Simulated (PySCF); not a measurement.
**What the settings do**

Molecule: SMILES FC(F)[SiH2][SiH2][SiH3], CH8F2Si3; geometry GFN2-xTB.

Geometry (Å), atoms numbered from 1 in this order:
```xyz
14

F    -0.856    1.831   -0.666
C    -1.758    0.839   -0.397
F    -1.705   -0.002   -1.474
Si   -1.235   -0.112    1.211
Si    0.854   -1.006    0.740
Si    2.022   -0.008   -1.007
H    -2.752    1.304   -0.407
H    -1.341    0.938    2.230
H    -2.384   -0.999    1.430
H     1.606   -0.969    2.008
H     0.657   -2.449    0.510
H     3.361   -0.593   -1.139
H     2.195    1.426   -0.778
H     1.335   -0.201   -2.283
```

All runs: PySCF, non-relativistic, gas phase unless a solvent (IEF-PCM) is named; grid level 2, GIAOs and SCF threshold 1e-9 unless changed. The yardstick, PBE0/pcSseg-1, gives these isotropic shieldings σ (ppm, equivalent atoms averaged): C2 57.6, Si4 421.8, Si5 484.9, H7 24.89, H8/H9 27.71, H12/H13/H14 28.03, H10/H11 28.24.

**Question.** What do these inputs give? (1) PBE0/pcSseg-1; grid level 1; (2) X3LYP/pcSseg-1; damp 2.0; max_cycle 59

**Answer.** 
```
run    outcome  functions  wall time    C2    Si4    Si5     H7  H8/H9  H12/H13/H14  H10/H11
  1  converged        163       19 s  57.6  421.8  484.9  24.89  27.71        28.03    28.24
  2  converged        163       46 s  50.1  407.8  468.4  24.95  27.89        28.21    28.42
```

Times are on 1 thread of an Arm Neoverse N1, shared host.

**Question.** Comment on the technical settings.

**Answer.** 
- Run 1: Grid level 1 is coarse; it adds numerical noise and can break the equality of equivalent atoms.
- Run 2: The functional differs from the yardstick's, which in itself moves the values. The damping, cycle limit change the path of the SCF (22 cycles), not the solution, provided the same state is reached.
